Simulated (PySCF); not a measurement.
All values below come from PySCF with B3LYP-D3(BJ)/def2-TZVP // BP86-D3(BJ)/def2-SVP. All species are isolated molecules in the gas phase. One relaxed conformer stands for a flexible species; it need not be the lowest. B3LYP has the VWN-RPA correlation part, as in Gaussian. 

Reference species: [Hf(Cl)4] (neutral, multiplicity 1).

The mean distance from the central atom to its bonded neighbours is 2.338 Å, the LUMO comes out as -2.45 eV and the coordination number is 4.

Changed species: [Hf(Cl)3(OH)] (1 of 4 Cl replaced by OH; the reference has 0 of 4 Cl replaced by OH).

### Question
Give the shifts of the mean distance from the central atom to its bonded neighbours, LUMO and coordination number.

### Answer
the mean distance from the central atom to its bonded neighbours falls by 0.097 Å, to 2.241 Å; the LUMO rises by 0.70 eV, to -1.75 eV; the coordination number is nearly the same.
